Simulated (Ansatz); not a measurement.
Reaction (formal hydrolysis of the Si–S bond): `C[SiH](S)S` + H₂O → `C[SiH](O)S` + H₂S

Computed with Ansatz on PBE0-D4/def2-TZVP structures; ΔE is electronic, products minus reactants. CCSD(T)/CBS adds triple-zeta CCSD(T) − MP2 to the extrapolated MP2 energy (def2 sets, frozen cores). This one scheme is used for every species. Functionals use def2-TZVPP. B3LYP here is the variant with VWN-RPA as its local correlation; programs differ in this. One conformer a species, not always the lowest.

(1) Is it downhill or uphill in electronic energy at CCSD(T)/CBS, and by how much? (An estimate is asked.)

(2) What do these levels give: revPBE-D4, BLYP-D4, B3LYP-D4, r2SCAN0-D4, CAM-B3LYP-D4, MP2/def2-TZVPP? (Best estimate.)

Largest T1 diagnostic among the species: 0.011.

Results:

(1) Ansatz gave: Downhill: ΔE = -36.3 kJ/mol.

(2) Ansatz gave: revPBE-D4 -26.0, BLYP-D4 -39.5, B3LYP-D4 -41.0, r2SCAN0-D4 -38.5, CAM-B3LYP-D4 -48.4, MP2/def2-TZVPP -36.9 kJ/mol.

The D4 term adds +6.8 kJ/mol with B3LYP and +3.7 kJ/mol with PBE0; it sums over pairs of atoms, weighted by their polarisabilities, and B3LYP, whose exchange is more repulsive, gets the larger term. At CCSD(T), def2-SVP lies −5.3 kJ/mol from the extrapolated value and def2-TZVPP −5.4 kJ/mol.
